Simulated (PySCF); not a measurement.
## Electronic structure of H (hydrogen, neutral) at the r2SCAN level

Configuration: 2p1, 2P determinant (an excited configuration). Calculation: PySCF 2.14, in dyall-acv3z (10s3p2d, 29 functions); scalar relativity by spin-free X2C-1e.

```
Total energy                                                  : -0.1164 hartree
One-electron energy                                           : -0.1030 hartree
Hartree (Coulomb) energy                                      : 0.1355 hartree
Exchange-correlation energy                                   : -0.1490 hartree
⟨S²⟩                                                          : 0.7500
⟨L²⟩                                                          : 2.000
Sum of ⟨r⟩                                                    : 3.599 bohr
Sum of ⟨r²⟩                                                   : 14.49 bohr²
Traceless quadrupole moment −½Σ⟨3z² − r²⟩ along its main axis : -5.80 e·bohr²
Langevin diamagnetic susceptibility                           : -11.5 ×10⁻⁶ cm³/mol
```

```json
{"shell": "2p α", "electrons": "1", "mean orbital energy (hartree)": "-0.03152", "rms radius, mean of both spins (bohr)": "3.81"}
```

For one electron the Hartree and exchange-correlation energies should cancel; what remains is the self-interaction error. The outer electron is Rydberg-like, and this basis confines it to a smaller radius and binds it less than a complete one would.
